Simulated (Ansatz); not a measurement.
Geometry optimisation, Ansatz, RKS PBE-D4/6-31G.

input.yaml

```yaml
crystal:
  periodic: [false, false, false]
  atoms:
    - { symbol: Si, position_ang: [0.0, 0.0, 0.0] }
    - { symbol: "N", position_ang: [0.0, 0.0, 1.82] }
    - { symbol: C, position_ang: [-1.2162, -0.3762, 2.555] }
    - { symbol: H, position_ang: [-1.8642, -0.9999, 1.9045] }
    - { symbol: H, position_ang: [-0.9378, -0.9533, 3.4614] }
    - { symbol: H, position_ang: [-1.7663, 0.5401, 2.8549] }
    - { symbol: C, position_ang: [1.2162, 0.3762, 2.555] }
    - { symbol: H, position_ang: [1.4641, -0.4163, 3.2916] }
    - { symbol: H, position_ang: [2.0585, 0.4943, 1.8418] }
    - { symbol: H, position_ang: [1.0457, 1.3351, 3.0874] }
    - { symbol: H, position_ang: [1.3768, 0.0, -0.4862] }
    - { symbol: H, position_ang: [-0.6877, 1.1914, -0.4862] }
    - { symbol: H, position_ang: [-0.6877, -1.1914, -0.4862] }
basis:
  gaussian: { orbitals: "6-31G" }
hamiltonian:
  xc: pbe
  dispersion: d4
relax:
  f_tol: 0.02
  max_steps: 40
```

Launched with:

```bash
$ ansatz run input.yaml --threads 1 --pin off --max-ram 2048MiB --backend cpu --events-out ev --progress --plain --runs-dir out
```

**Question.** Where does it end, and by what steps?

**Answer.** It converged. Limits of this set-up: no polarisation functions. After 6 steps the energy has fallen by 0.224 eV; H13 moved furthest, 0.26 Å.

| step | energy less start (eV) | largest force component (eV/Å) | accepted |
| --- | --- | --- | --- |
| 0 | 0.0000 | 1.943 | yes |
| 1 | -0.1880 | 0.802 | yes |
| 2 | -0.2144 | 0.060 | yes |
| 3 | -0.2211 | 0.081 | yes |
| 4 | -0.2233 | 0.074 | yes |
| 5 | -0.2239 | 0.055 | yes |
| 6 | -0.2242 | 0.004 | yes |

```xyz
13
Properties=species:S:1:pos:R:3
Si -0.006 0.009 0.000
N 0.056 -0.145 1.779
C -1.147 -0.449 2.556
H -1.874 -0.999 1.935
H -0.886 -1.092 3.421
H -1.652 0.459 2.955
C 1.160 0.423 2.555
H 1.389 -0.230 3.420
H 2.068 0.490 1.932
H 0.939 1.439 2.952
H 1.408 -0.162 -0.517
H -0.529 1.336 -0.557
H -0.924 -1.079 -0.519
```

The run took 25 s on 1 thread of Arm Neoverse V1, with other jobs on the host, peak memory 0.14 GiB.
